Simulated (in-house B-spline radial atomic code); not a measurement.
Sn²⁺. Computed with a B-spline radial atomic code. Model: non-relativistic spherical atom: semilocal Troullier-Martins pseudo-atom, one channel per l, against all electrons, high spin, G0W0 and RPA with empty states to l = 8, local potential for every l without a channel, a model core (radius 0 = none) keeps its share of the functional.

Without relativity these are model numbers for so heavy an element.

What the tables leave out is listed at the end.

The pseudopotential gives back the lowest level of each angular momentum of its own functional in the configuration it was made in; a second state of the same l is only approximately right. Exact exchange, RPA and GW see the smooth pseudo-orbitals and miss the exchange with the core, for which the functional's share stands in. The column with an uncorrelated core keeps all orbitals and exact exchange, and so separates missing core correlation from pseudisation. Only the three outermost levels and the lowest empty one were computed. RPA here is direct RPA, with no exchange kernel, and its energies carry an (l + 1/2)⁻⁴ tail. A hybrid on a potential with a model core restores only its own semilocal share of the core's exchange.

Command:
```bash
python run_psgw.py task.json out
```
Settings (lengths in bohr, energies in hartree):
```
Z                      50
electrons              48
configuration          [Kr] 4d10 5s2
generated_in           [Kr] 4d10 5s2 5p2
functional             pbe,pbe
core_shells            7
radius_factor          1.15
core_correction        False
ion_configuration      [Kr] 4d10 5s1
```

Run time, properties included: 82 s on 1 thread of Arm Neoverse N1, on a shared host.

Given: made with PBE; model core radius 0 bohr; local radius 1.142 bohr; mean-field start PBE.

Valence shells of the generating configuration: 4p, 4d, 5s, 5p.

Channel: s 2.436, p 0.914, d 1.011 (radii in bohr).

Computed: largest level miss in the spin-unpolarised generating configuration 0.043 eV; valence RPA correlation energy pseudo -1.306 hartree; all-electron RPA polarisability, core included 14.016 bohr³; pseudo-atom RPA polarisability 13.997 bohr³; ionisation by mean-field pseudo minus all 0.041 eV; ionisation by RPA all-electron 29.803 eV; ionisation by RPA pseudo minus all 1.379 eV.

| level | occupied | mean-field all-electron (eV) | mean-field pseudo minus all (eV) | G0W0 all-electron (eV) | G0W0 uncorrelated core minus all (eV) | G0W0 pseudo minus all (eV) | exchange self-energy all-electron (eV) | exchange self-energy pseudo (eV) |
| --- | --- | --- | --- | --- | --- | --- | --- | --- |
| 5s | 1 | -25.048 | -0.033 | -29.73 | -0.022 | -1.409 | -15.035 | -15.65 |
| 5p (empty) | 0 | -17.744 | -0.103 | -14.585 | 0.021 | 0.096 | -5.0455 | -3.8986 |

(1) What is the ionisation by mean-field all-electron?

(2) What is the valence RPA correlation energy all-electron orbitals?

Given: mean-field start PBE0.

Computed: valence RPA correlation energy all-electron orbitals -1.1232 hartree; valence RPA correlation energy pseudo -1.2522 hartree; all-electron RPA polarisability, core included 12.783 bohr³; pseudo-atom RPA polarisability 11.916 bohr³; ionisation by mean-field all-electron 29.154 eV; ionisation by mean-field pseudo minus all 0.573 eV.

```json
{"level": "5s", "occupied": "1", "mean-field all-electron (eV)": "-25.926", "mean-field pseudo minus all (eV)": "-0.501", "G0W0 all-electron (eV)": "-29.642", "G0W0 uncorrelated core minus all (eV)": "-0.019", "G0W0 pseudo minus all (eV)": "-1.509", "exchange self-energy all-electron (eV)": "-14.867", "exchange self-energy pseudo (eV)": "-16.226"}
{"level": "5p (empty)", "occupied": "0", "mean-field all-electron (eV)": "-16.783", "mean-field pseudo minus all (eV)": "0.099", "G0W0 all-electron (eV)": "-14.535", "G0W0 uncorrelated core minus all (eV)": "0.02", "G0W0 pseudo minus all (eV)": "0.222", "exchange self-energy all-electron (eV)": "-4.8021", "exchange self-energy pseudo (eV)": "-3.6938"}
```

(3) What is the ionisation by RPA pseudo minus all?

(4) What is the ionisation by RPA all-electron?

Given: mean-field start Hartree-Fock.

Computed: valence RPA correlation energy all-electron orbitals -0.98808 hartree; valence RPA correlation energy pseudo -1.1199 hartree; pseudo-atom RPA polarisability 8.1237 bohr³; ionisation by mean-field all-electron 27.423 eV; ionisation by mean-field pseudo minus all 2.345 eV; ionisation by RPA pseudo minus all 1.616 eV.

```tsv
level	occupied	mean-field all-electron (eV)	mean-field pseudo minus all (eV)	G0W0 all-electron (eV)	G0W0 uncorrelated core minus all (eV)	G0W0 pseudo minus all (eV)	exchange self-energy all-electron (eV)	exchange self-energy pseudo (eV)
5s	1	-27.651	-2.447	-29.419	-0.011	-1.533	-14.192	-18.085
4d	1	-54.494	1.885	-53.993	0.118	2.012	-46.259	-38.457
5p (empty)	0	-13.456	0.646	-14.458	0.015	0.668	-3.9619	-2.9023
```

(5) What is the all-electron RPA polarisability, core included?

(6) What is the ionisation by RPA all-electron?

Results:

(1) 29.483 eV.

(2) -1.1789 hartree.

(3) 1.475 eV.

(4) 29.626 eV.

(5) 10.749 bohr³.

(6) 29.215 eV.

Among the listed levels the largest G0W0 shift of the pseudo-atom is +2.01 eV, for 4d on the Hartree-Fock start, while leaving the core uncorrelated moves that level by +0.12 eV. So pseudisation and the lost core exchange, not the missing core correlation, make the error. Not in the tables (levels of low weight, unsolved or above zero; the highest and the empty levels are kept at any weight): on PBE the G0W0 levels 4d (pseudo minus all +0.96 eV, weights 0.70 and 0.81), 4p (pseudo minus all -39.31 eV, weights 0.00 and -0.05); on PBE0 the G0W0 levels 4d (pseudo minus all +1.03 eV, weights 0.75 and 0.88), 4p (pseudo minus all +4.53 eV, weights 0.36 and 0.07); on Hartree-Fock the G0W0 levels 4p (pseudo minus all +3.50 eV, weights 0.21 and 0.04).
